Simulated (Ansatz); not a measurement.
Computed with Ansatz.

Basis-set series for `BCCS`. Total charge 0; spin multiplicity 1. All single points use the PBE0-D4/def2-TZVP geometry. It is one conformer, not always the lowest.

| functional | basis | functions | energy (Eh) | HOMO (eV) | LUMO (eV) |
| --- | --- | --- | --- | --- | --- |
| PBE0-D4 | def2-TZVPP | 233 | -503.21631 | -6.78 | -1.53 |
| PBE0-D4 | def2-QZVPP | 451 | -503.23503 | -6.82 | -1.55 |
| ωB97M-V | def2-TZVPP | 233 | -503.39771 | -9.02 | 0.39 |
| ωB97M-V | def2-QZVPP | 451 | -503.41575 | -9.06 | 0.29 |

Problem. Give the rows for def2-SVP. (An estimate is asked.)

Solution. The calculation gave: 
| functional | basis | functions | energy (Eh) | HOMO (eV) | LUMO (eV) |
| --- | --- | --- | --- | --- | --- |
| PBE0-D4 | def2-SVP | 95 | -502.96261 | -6.61 | -1.42 |
| ωB97M-V | def2-SVP | 95 | -503.13628 | -8.84 | 0.65 |

Positive LUMOs are unbound and depend on the basis.
